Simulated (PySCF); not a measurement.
Start geometry of `O=C(O[SiH2]F)[SiH2]O` from a GFN2-xTB structure with every atom displaced at random (by about 0.01 Å) (Å):
```
atom  x, y, z in Å
O1    -0.065    1.472    0.320
C2    -0.207    0.302    0.133
O3     0.842   -0.495    0.082
Si4    2.462   -0.016    0.263
F5     3.139   -1.447    0.081
Si6   -1.898   -0.554   -0.107
O7    -3.008    0.599    0.011
H8     2.868    0.826   -0.839
H9     2.688    0.446    1.634
H10   -2.084   -1.526    0.982
H11   -1.936   -1.151   -1.430
H12   -2.762    1.515    0.156
```

Question: What comes out of this run: PBE0-D3(BJ)/def2-SVP geometry optimisation, gas phase in PySCF?

Answer: 
```
atom  x, y, z in Å
O1    -0.0205    1.5319    0.2279
C2    -0.2488    0.3488    0.0691
O3     0.7274   -0.5516    0.1351
Si4    2.2918    0.0703    0.4704
F5     3.1995   -1.2640    0.4845
Si6   -2.0471   -0.2396   -0.2840
O7    -2.8930    1.1840   -0.2622
H8     2.7515    0.9344   -0.6371
H9     2.3240    0.6731    1.8199
H10   -2.4760   -1.1796    0.7866
H11   -2.0878   -0.9162   -1.6089
H12   -2.3038    1.9355   -0.1027
```

The energy falls by 21.2 kJ/mol over 16 energy and gradient evaluations, the largest force component goes from 0.0359 to 2.1e-04 Eh/bohr, and the atoms move by 0.220 Å rms after alignment. The bond that changes most is Si6–O7 (oxygen-bound silicon to silanol oxygen), which lengthens by 0.052 Å. Bonds longer at the end by more than 0.005 Å: 11 of 11; shorter: 0. Among the angles that change most is Si6–O7–H12, from 121.4° to 111.0°. Rotational constants go from 5399, 768.7, 684.2 to 5854, 754.4, 679.4 MHz. The orientation of the end geometry is arbitrary; only internal coordinates are fixed.

The run used 131 basis functions and 107 SCF cycles in all.

PBE0-D3(BJ)/def2-SVP frequencies: not computed here. The numbers are those of one conformer.
